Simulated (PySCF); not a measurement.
Vertical excitation energies

C4H8O3Si.
SMILES with atom numbers: `[CH3:1][O:2][C:3](=[O:4])[C@H:5]1[O:6][CH2:7][SiH2:8]1` (hydrogens: H9, H10, H11 on C1; H12 on C5; H13, H14 on C7; H15, H16 on Si8)

Geometry (GFN2-xTB, Å), atoms numbered from 1 in this order:
```
atom  x, y, z in Å
C1     2.5078   -0.4713    0.5504
O2     1.1044   -0.4677    0.3426
C3     0.6864   -0.4323   -0.9309
O4     1.4278   -0.3446   -1.8784
C5    -0.8029   -0.3838   -1.0166
O6    -1.4804   -1.0714    0.0335
C7    -1.9726   -0.0076    0.8631
Si8   -1.4651    1.3353   -0.4091
H9     2.9924    0.2262   -0.1364
H10    2.6672   -0.1735    1.5844
H11    2.9111   -1.4717    0.3812
H12   -1.1199   -0.7494   -1.9954
H13   -3.0354   -0.1629    1.0651
H14   -1.4392    0.0022    1.8185
H15   -2.5335    1.8769   -1.2436
H16   -0.4558    2.3044    0.0016
```

Method: TDDFT CAM-B3LYP/def2-SVPD, vertical, gas phase, core orbitals frozen in the response in PySCF 2.14.0, density-fitted response routines.

Problem. What does the calculation give for the low-lying excited states?

Solution. 

```csv
state,λ (nm),E (eV),f,"main configurations (H = HOMO, L = LUMO)"
S1,221.4,5.60,0.011,"H→L (42%), H→L+1 (25%)"
S2,198.2,6.26,0.0008,"H→L (47%), H→L+1 (17%), H-1→L (12%)"
S3,184.4,6.73,0.023,"H→L+1 (39%), H-1→L (26%), H-1→L+1 (14%)"
S4,181.8,6.82,0.027,H-2→L (84%)
S5,175.8,7.05,0.080,"H-1→L (42%), H→L+2 (18%), H→L+3 (10%)"
S6,169.5,7.32,0.050,"H→L+2 (44%), H-4→L (15%), H→L+3 (8%)"
S7,167.5,7.40,0.051,"H-1→L+1 (49%), H-2→L+1 (22%)"
S8,162.4,7.63,0.027,"H-2→L+1 (46%), H→L+3 (20%), H→L+2 (9%)"
```

Triplets (Tamm–Dancoff): T1 5.13 eV, H→L (32%), H→L+1 (28%), H→L+4 (8%); T2 5.96 eV, H-2→L (16%), H→L (16%), H-3→L+1 (15%); T3 6.06 eV, H→L (35%), H-1→L (15%).

The lowest singlet comes at 221 nm (540 kJ/mol) in the ultraviolet; it is weak; its leading configuration is HOMO→LUMO (42%). The strongest level in the table is S5 at 7.05 eV (176 nm, f = 0.080). Löwdin shares by element: HOMO oxygen 60% or more, carbon 17% or more (atoms not listed hold the other 23%); LUMO silicon 38%, hydrogen 20% or more, carbon 8% or more (atoms not listed hold the other 34%). Of the 8 states listed, 7 reach f = 0.01 and none stays under 0.0005. Orbital energies (eV): HOMO-3 -10.26, HOMO-2 -9.86, HOMO-1 -9.68, HOMO -8.85, LUMO 0.30, LUMO+1 1.06, LUMO+2 1.12. The listed states span 2.04 eV, and the widest gap between neighbours is 0.66 eV (S1 to S2). Singlets were solved by full linear response, triplets in the Tamm–Dancoff approximation.

One conformer stands for the species.
